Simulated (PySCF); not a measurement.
**C₆ coefficients of unlike pairs at TPSSh**

Calculated with PySCF 2.14 from the dipole response of each species, C₆(A,B) = (3/π) ∫ α_A(iu) α_B(iu) du, in atomic units, from isotropic polarisabilities. For ions this is the dispersion term alone; charge-induced terms of lower order in 1/R come first.

| species | configuration | basis | relativity | α (bohr³) | C₆ (like pair) |
| --- | --- | --- | --- | --- | --- |
| Al⁺ | [Ne] 3s2 (1S) | aug-cc-pCVTZ-DK (8s7p5d3f) | spin-free X2C | 25.21 | 131.1 |
| Pt²⁺ | [Xe] 4f14 5d8 (3F) | def2-QZVPPD with the def2 core potential (60 electrons) (7s5p4d4f2g) | core potential | 9.508 | 62.28 |
| Sn²⁺ | [Kr] 4d10 5s2 (1S) | x2c-QZVPPall with one added diffuse shell each of s, p, d, f type (14s10p8d5f1g) | spin-free X2C | 15.87 | 90.90 |

(1) Estimate C₆ for Pt²⁺ with Al⁺.

No spin-orbit coupling is included.

The other pairs:

```csv
pair,C₆
"Sn²⁺, Pt²⁺",72.81
"Sn²⁺, Al⁺",103.4
```

Answers

(1) The integral gives 75.67. The combination rule 2 C_A C_B / (C_A α_B/α_A + C_B α_A/α_B) gives 76.11 and the geometric mean 90.36.
